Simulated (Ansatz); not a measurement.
Reactions of `FBF`.

Computed with Ansatz on PBE0-D4/def2-TZVP structures; ΔE is electronic, products minus reactants. CCSD(T)/CBS is the MP2 limit (def2-TZVPP, def2-QZVPP) plus CCSD(T) − MP2 in def2-TZVPP, frozen cores. Small cases extrapolate CCSD(T) itself. Double bonds are as drawn, so ΔE can hold a change between cis and trans. def2 core potentials past Kr. For Ge, Sn outer-core shells are correlated without core-valence functions, which leaves a few kJ/mol of doubt a bond. Scalar relativity is left out up to krypton. Each species was taken in one conformer, which may not be the lowest.

Task: Order these by ΔE at CCSD(T)/CBS, lowest first. (Best estimate.)
A. `FBF` + `[SiH3][SnH3]` → `F[BH][SnH2][SiH3]` + H–F
B. `FBF` + `N=C=O` → `O=C=NBF` + H–F
C. `FBF` + `O/C=[CH]\[AlH2]` → `F[BH][AlH2]` + `O/C=C\F`
D. `FBF` + `[F][GeH2][CH2][GeH3]` → `F[BH][GeH2][F]` + `F[CH2][GeH3]`
E. `FBF` + `B[SiH2]CN` → `NC[SiH2]BF` + `BF`
F. `FBF` + `C[SiH](N)BF` → `FBB(F)F` + `C[SiH2]N`

Result: F (+0.03 eV), E (+0.25 eV), B (+0.46 eV), A (+1.77 eV), D (+3.12 eV), C (+3.32 eV).

Largest T1 diagnostic: 0.018, for `N=C=O`.

Extrapolated directly: `FBF` + `N=C=O` → `O=C=NBF` + H–F.
